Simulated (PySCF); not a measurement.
A structure optimised at PBE0-D3(BJ)/def2-TZVP, used in a PySCF frequency run:

```xyz
6

Mg     0.0000     0.0000    -1.3529
F      0.0000     0.0000    -3.1084
Ge     0.0000     0.0000     1.2119
H      1.2325     0.7116     1.8099
H     -1.2325     0.7116     1.8099
H      0.0000    -1.4232     1.8099
```

Q: Write its SMILES, formula and point group.

A: [F][Mg][GeH3], FGeH3Mg, C3v

Q: What are its rotational constants (standard atomic weights)?

A: 82.509, 1.4536, 1.4536 GHz
